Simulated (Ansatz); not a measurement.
Species: HgCl2, charge 0, multiplicity 1. 
Coordinates optimised at B3LYP-D3(BJ)/def2-TZVP (Ansatz, a quantum-chemistry and plane-wave program):
SMILES: [Cl][Hg][Cl]
```xyz
3

Hg     0.0000     0.0000     0.0000
Cl     0.0000     0.0000    -2.2848
Cl     0.0000     0.0000     2.2848
```

Quantity: atomisation energy (electronic, to ground-state atoms), in eV. Cores are frozen in the correlated levels unless marked. Open shells are spin-unrestricted. No spin-orbit coupling. Frozen are the shells of the preceding noble gas and the d and f shells that filled before the atom's block. Past Kr the def2 sets carry scalar-relativistic core potentials. The coupled-cluster limit lacks core correlation, which all-electron functionals hold. CBS(X,Y): correlation extrapolated as X^-3; Hartree-Fock from the larger set. The bracket is a focal-point correction in the basis named.

```
level                                                                 program  atomisation energy (eV)  minus last row
-------------------------------------------------------------  --------------  -----------------------  --------------
HF/def2-TZVPP                                                          Ansatz                     3.11           -1.56
HF/def2-QZVPPD                                                         Ansatz                     3.15           -1.52
BLYP-D3(BJ)/def2-TZVPD                                         Ansatz + dftd3                     4.29           -0.38
B3LYP/def2-TZVPD                                                       Ansatz                     4.21           -0.46
PBE0/def2-TZVP                                                         Ansatz                     4.66           -0.01
CAM-B3LYP-D3(BJ)/def2-TZVPD                                    Ansatz + dftd3                     4.52           -0.15
CAM-B3LYP-D4/def2-TZVPD                                        Ansatz + dftd4                     4.51           -0.16
B2PLYP-D4/def2-TZVPD                                           Ansatz + dftd4                     4.40           -0.27
CCSD/def2-SVPD                                                         Ansatz                     3.68           -0.99
RI-MP2/CBS(def2-TZVPPD,def2-QZVPPD)+[CCSD(T)-MP2]/def2-TZVPPD          Ansatz                     4.67            0.00
```
